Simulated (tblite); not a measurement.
C5H6NO2 (doublet state).
Z-matrix (Å and degrees, GFN2-xTB geometry), rows numbered from 1:
```
C 
C   1  1.3285
O   2  1.3591  1  121.13
C   3  1.3134  2  121.10  1   173.83
C   4  1.3188  3  133.76  2    45.48
N   5  1.3958  4  123.18  3  -172.30
C   6  1.3536  5  122.14  4  -170.31
O   7  1.2052  6  125.06  5    -0.95
H   1  1.0729  2  120.78  3   179.64
H   1  1.0750  2  121.13  3     0.52
H   2  1.0848  1  123.26  3   179.34
H   5  1.0932  4  124.59  3    17.47
H   6  1.0091  5  117.30  4     8.76
H   7  1.1050  6  111.86  5   179.71
```

Computed with GFN2-xTB (tblite): harmonic, unscaled wavenumbers at the GFN2-xTB geometry, gas phase. Against measured fundamentals such values can be off by several per cent, at times by over 20. One conformer, not necessarily the lowest. Open shells enter through the occupations alone, without spin polarisation, and single modes of such species can be off by tens of per cent.

Harmonic wavenumbers (cm⁻¹): 60.9, 94.3, 107.1, 157.5, 180.8, 292.1, 331.4, 359.2, 416.0, 572.6, 600.8, 646.1, 735.2, 775.7, 825.2, 896.5, 915.3, 983.3, 1064.1, 1117.7, 1144.4, 1193.0, 1210.3, 1277.5, 1361.1, 1377.9, 1393.8, 1633.8, 1689.5, 1750.0, 2786.6, 2891.1, 3030.0, 3131.7, 3173.2, 3438.3.

A = 7630, B = 770.5, C = 717.1 MHz; mass 112.040 u (most abundant isotopes); point group C1, symmetry number 1; spin multiplicity 2.

Zero-point energy?

Half the sum of the wavenumbers: 21807 cm⁻¹ = 62.35 kcal/mol.

What is S at 200 K and 1 bar for an ideal gas of classical rigid rotors and harmonic oscillators?

Translation 38.10, rotation 27.53, vibration 15.60, spin (R ln 2) 1.38: S = 82.6 cal/(mol K).

And Cp and H(200 K) − H(0)?

Cp = 24.81 cal/(mol K), of which vibrations give 16.86 (their classical limit is 36 R = 71.5); H(200 K) − H(0) = 3.32 kcal/mol without the zero-point energy, 1.73 from vibrations.

How do the functions run with temperature in this model?

```
T (K)  S (cal/(mol K))  Cp (cal/(mol K))  H − H(0) (kcal/mol)  G − H(0) (kcal/mol)  ln q(vib)
  100             68.3              17.1                 1.22                -5.61       1.30
  300             94.1              32.4                 6.18               -22.05       5.64
  500            113.8              45.2                14.02               -42.90       9.79
  800            137.9              57.2                29.55               -80.80      15.56
 1000            151.3              62.2                41.51              -109.75      19.07
```

q(vib) and H(0) count from the zero-point level.

Which modes carry the vibrational entropy at 200 K?

60.9 cm⁻¹: 3.64; 94.3 cm⁻¹: 2.80; 107.1 cm⁻¹: 2.55; 157.5 cm⁻¹: 1.84; 180.8 cm⁻¹: 1.60; 292.1 cm⁻¹: 0.84 cal/(mol K); the other 30 give 2.32 together.

Hindered rotation and anharmonicity are outside this model. Other conformers, if any are populated, would add a mixing term that is left out. The structure is chiral; the term R ln 2 for an equal mix with its mirror image is left out.

Hardware: an Arm Neoverse V2 with one thread, no GPU, shared host. Cost: 0.28 s. The figure is for the frequency step alone.
